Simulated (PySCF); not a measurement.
C₄H₈OSi.

```xyz
14

C     -0.3475     2.6566     0.0000
C      0.6849     1.5660     0.0000
C      0.3783     0.2673     0.0000
O      1.3156    -0.7598     0.0000
C      0.5070    -1.9617     0.0000
Si    -1.0903    -0.9093     0.0000
H     -1.3689     2.2415     0.0000
H     -0.2493     3.3058    -0.8865
H     -0.2493     3.3058     0.8865
H      1.7458     1.8467     0.0000
H      0.7172    -2.5687     0.8960
H      0.7172    -2.5687    -0.8960
H     -1.9544    -0.9617    -1.2131
H     -1.9544    -0.9617     1.2131
```
Charge 0, spin multiplicity 1.

The structure is a stationary point at ωB97X-D3(BJ)/def2-SVP. The structure was generated by enumeration; whether it is a known compound was not checked.

These are B3LYP/pcSseg-1 (PySCF) values and carry that method's errors. Non-relativistic, no solvent.

Computed absolute GIAO shielding of each atom: isotropic value and principal components (ppm):
| atom | σ(iso) | σ11 | σ22 | σ33 | span |
|---|---|---|---|---|---|
| C1 | 162.4 | 149.8 | 159.1 | 178.3 | 28.5 |
| C2 | 65.1 | -41.0 | 89.0 | 147.3 | 188.4 |
| C3 | 12.4 | -67.2 | 45.9 | 58.6 | 125.8 |
| O4 | 146.9 | 49.3 | 151.2 | 240.2 | 190.8 |
| C5 | 117.2 | 80.4 | 88.3 | 182.8 | 102.3 |
| Si6 | 365.2 | 316.9 | 335.9 | 442.9 | 126.0 |
| H7 | 30.3 | 26.9 | 30.4 | 33.5 | 6.6 |
| H8 | 29.6 | 25.6 | 27.4 | 35.9 | 10.2 |
| H9 | 29.6 | 25.6 | 27.4 | 35.9 | 10.2 |
| H10 | 26.0 | 24.2 | 24.7 | 29.0 | 4.8 |
| H11 | 27.2 | 24.6 | 25.2 | 31.7 | 7.0 |
| H12 | 27.2 | 24.6 | 25.2 | 31.7 | 7.0 |
| H13 | 26.1 | 23.9 | 24.5 | 30.0 | 6.1 |
| H14 | 26.1 | 23.9 | 24.5 | 30.0 | 6.1 |
